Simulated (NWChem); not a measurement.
C$_{2}$H$_{6}$O$_{2}$Si; SMILES C(=O)[Si@@H](C)O

```xyz
11

C     -0.9168    -1.8156    -0.4480
Si     0.0729    -0.5028     0.4336
O      1.5891    -0.2903    -0.2098
C     -0.6739     1.2605     0.1646
O      0.0521     2.0831    -0.3526
H     -0.4175    -2.7934    -0.3621
H     -1.0235    -1.5817    -1.5181
H     -1.9214    -1.9117    -0.0059
H      0.1190    -0.7896     1.9000
H      1.6867     0.6357    -0.4849
H     -1.7198     1.5563     0.4524
```
Atoms are numbered in this order, from 1.

Results from NWChem. Coordinates come from a PBE0/def2-SVP optimisation. Atomic charges in e: unrestrained fits to the electrostatic potential beside Mulliken populations; buried atoms are poorly determined by the fit.

### Question
Predict the results for B3LYP/def2-SVP. Quantities: ESP C1; Mulliken C1; ESP Si2; Mulliken Si2; ESP O3; Mulliken O3; ESP C4; Mulliken C4; ESP O5; Mulliken O5; relative RMS misfit of the potential (%).

### Answer
| Quantity | Value |
|---|---|
| ESP C1 | -0.32 |
| Mulliken C1 | -0.25 |
| ESP Si2 | 0.70 |
| Mulliken Si2 | 0.62 |
| ESP O3 | -0.62 |
| Mulliken O3 | -0.39 |
| ESP C4 | 0.22 |
| Mulliken C4 | 0.01 |
| ESP O5 | -0.36 |
| Mulliken O5 | -0.23 |
| relative RMS misfit of the potential (%) | 28 |
